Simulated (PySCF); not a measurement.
Gas-phase reaction: 2 TiCl4 + NH3 + NH → 2 TiCl3NH2 + 2 Cl

Energies from PySCF, thermal terms from the rigid-rotor harmonic-oscillator model, ideal gas at 1 bar. † marks an energy on the PBE0/def2-TZVP geometry and frequencies; other levels use their own. MP2 and CCSD(T) freeze the core. 6-31G* has spherical d functions here. Open shells (unrestricted): NH (multiplicity 3), Cl (multiplicity 2, electronic degeneracy 6); the rest are closed-shell singlets. Spin-orbit splitting is ignored; it lowers the true energy and changes the entropy of Cl. B3LYP is the form with VWN-RPA correlation. TiCl3NH2: computed as isolated molecules; such fragments, hydroxides, amides, oligomers or adducts are transient or little studied in the gas. MP2 isn't extrapolated to the basis-set limit; its ΔH°(298 K) is 126.6 kJ in def2-SVP and 157.9 kJ in def2-TZVPP. CCSD(T) isn't extrapolated to the basis-set limit. The harmonic model lacks anharmonicity and excited electronic states, which grow with temperature; levels with a mode under 35 cm⁻¹ are left out. Soft modes under 120 cm⁻¹ make the harmonic entropy rough for TiCl4, TiCl3NH2. Warning, large T1 diagnostic: TiCl4, TiCl3NH2 (CCSD(T)/def2-SVP†).

```
level              ΔE electronic, kJ  ΔH°(298 K), kJ  ΔS°(298 K), J/K  ΔG°(600 K), kJ
-----------------  -----------------  --------------  ---------------  --------------
B3LYP/6-31G*                      88              98               36              74
BLYP/def2-TZVP†                  133             142               38             117
CCSD(T)/def2-SVP†                110             119               38              95
HF/def2-TZVP†                    137             146               38             121
M06-2X/def2-TZVP†                119             128               38             103
MP2/def2-SVP†                    118             127               38             102
PBE/def2-TZVP†                   146             155               38             130
PBE0/def2-SVP†                   115             124               38             100
LDA/def2-TZVP†                   136             145               38             120
```
ΔH° is lowest at B3LYP/6-31G* and highest at PBE/def2-TZVP†. No reference value is set beside these.
